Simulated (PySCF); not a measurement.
How methods differ on the excitation energy of P

P [Ne] 3s2 3p3 (4S) → P [Ne] 3s1 3p4 (4P), as a difference of total energies. All numbers are calculated (PySCF 2.14, no relativity, point nucleus, in aug-cc-pV(Q+d)Z (7s6p5d3f2g, 89 functions)). Correlated levels: valence: [Ne] frozen. The calculations carry no spin-orbit coupling.

Problem. Order these methods by the excitation energy they give, lowest first.
A. UHF
B. TPSS
C. SCS-MP2 (valence)
D. PBE0

Solution. B (7.862 eV), A (7.893 eV), D (8.002 eV), C (8.056 eV).

Errors of the correlated levels include the incompleteness of this basis and the frozen core.

For comparison: 7.395 eV (measured; NIST levels, between the centres of gravity of the two terms).
